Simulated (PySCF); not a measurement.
Species: (MgS)2 ring, Mg2S2.
Bonds: Mg1–S2, Mg1–S4, S2–Mg3, Mg3–S4.

Computed, not measured: PBE0-D3(BJ)/def2-SVP geometry optimisation, gas phase (PySCF).

(1) What internal coordinates does the optimisation give?

## Answers

(1) 
| bond | length (Å) |
| --- | --- |
| Mg1–S2 and 3 like bonds | 2.333 |

Bonds in one row agree within 0.01 Å and their mean is given. A selection of angles:
| angle | degrees |
| --- | --- |
| S2–Mg1–S4 | 110.1 |
| Mg1–S2–Mg3 | 69.9 |

Torsions: S4–Mg1–S2–Mg3 0° (synperiplanar); S2–Mg1–S4–Mg3 0° (synperiplanar); Mg1–S2–Mg3–S4 0° (synperiplanar); S2–Mg3–S4–Mg1 0° (synperiplanar).

The 4 heavy atoms lie in one plane (0.000 Å rms). S2 (sulfur bonded to 2 Mg) is bent (angle 69.9°). All 4 Mg–S bonds measure 2.333 to 2.334 Å.

Point group: D2h (every atom within 0.08 Å of its image). No frequency check. One conformer, not necessarily the lowest.

The run took 15 s wall on one thread, Arm Neoverse V1, shared host. This is the geometry optimisation.
